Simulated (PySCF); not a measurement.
## Computed properties of HO3S, SMILES O=S(=O)=[OH+], charge +1

HO3S, SMILES S(=[OH+])(=O)=O, charge +1. Coordinates come from a PBE0-D3(BJ)/def2-SVP optimisation. The isomer is the one that the SMILES or the coordinates give; other isomers of the formula were not compared. One conformer was computed; it need not be the lowest. All values are computed for the isolated molecule unless a solvent is named; none is compared with measurement here.

**Structure.** The optimised structure has Cs symmetry. All 9 harmonic modes at PBE0-D3(BJ)/def2-SVP (PySCF) are real, so it is a minimum. With heavy atoms numbered as in [O:1]=[S:2](=[O:3])=[OH+:4], the shortest bond between them is S2–O3 at 1.414 Å and the longest S2–O4 at 1.538 Å.

**Vibrations.** The strongest infrared lines (harmonic, unscaled, degenerate partners summed) lie at 3586 cm⁻¹ (486 km/mol, H 94 %), 513 cm⁻¹ (162 km/mol, H 90 %, O 9 %), 938 cm⁻¹ (132 km/mol, O 83 %, S 13 %). The softest mode is at 435 cm⁻¹ and the zero-point energy is 14.7 kcal/mol.

**Electronic structure.** CAM-B3LYP/def2-TZVPD (PySCF) places the frontier levels at -19.57 and -9.02 eV, a gap of 10.55 eV and a mean polarisability of 26.6 bohr³.

**Excitations.** TDDFT-M06-2X/def2-SVPD (PySCF) has S1 at 5.41 eV (229 nm, f = 0.000, dark); the most intense of the 10 singlets computed lies at 8.59 eV (f = 0.14). T1 (TDA) is at 5.12 eV. No vertical singlet excitation falls in the visible range (under 3.1 eV).

**NMR.** GIAO shifts at PBE0/pcSseg-2 (PySCF) (non-relativistic, atoms alike by connectivity averaged): ¹H at 9.9 ppm against TMS.
